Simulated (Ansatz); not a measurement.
Geometry optimisation, RKS revPBE-D4/def2-SVP in Ansatz.

input.yaml

```yaml
crystal:
  periodic: [false, false, false]
  atoms:
    - { symbol: W, position_ang: [0.0, 0.0, 0.0] }
    - { symbol: F, position_ang: [0.9293, 0.0, 1.8273] }
    - { symbol: H, position_ang: [1.7303, 0.0, 0.8322] }
    - { symbol: H, position_ang: [0.0, 1.72, 0.0] }
    - { symbol: F, position_ang: [-1.85, 0.0, 0.0] }
    - { symbol: H, position_ang: [0.0, -1.72, 0.0] }
    - { symbol: H, position_ang: [0.0, 0.0, -1.72] }
basis:
  gaussian: { orbitals: def2-SVP }
hamiltonian:
  xc: revpbe
  dispersion: d4
relax:
  f_tol: 0.15
  max_steps: 25
  restrain:
    - { distance: [1, 2], at: 2.12, k: 30.0 }
    - { distance: [0, 1], at: 1.85, k: 30.0 }
    - { distance: [0, 2], at: 1.72, k: 30.0 }
```

Command:

```bash
$ ansatz run input.yaml --threads 1 --pin off --max-ram 2048MiB --backend cpu --events-out ev --progress --plain --runs-dir out
```

Q: Where does it end, and by what steps?

A: It converged. The restraints hold the end off the free minimum. After 9 steps the energy has fallen by 6.056 eV (the restraints' own energy left out); H3 moved furthest, 0.78 Å.

| step | energy less start (eV) | largest force component (eV/Å) | accepted |
| --- | --- | --- | --- |
| 0 | 0.0000 | 4.888 | yes |
| 1 | -1.6489 | 7.392 | yes |
| 2 | -3.4024 | 3.334 | yes |
| 3 | -4.8749 | 1.938 | yes |
| 4 | -5.6542 | 0.921 | yes |
| 5 | -6.0113 | 1.000 | yes |
| 6 | -6.0238 | 1.064 | yes |
| 7 | -6.0423 | 1.056 | yes |
| 8 | -5.9733 | 1.613 | no |
| 9 | -6.0563 | 0.979 | yes |

```xyz
7
Properties=species:S:1:pos:R:3
W -0.185 -0.114 0.487
F 0.731 0.064 2.107
H 1.465 0.064 0.102
H 0.250 1.340 -0.203
F -1.968 0.154 -0.122
H 0.361 -1.511 -0.277
H 0.154 0.003 -1.154
```

Time of the run: 45 s on 1 thread of Arm Neoverse V1 (shared host), peak memory 0.15 GiB.
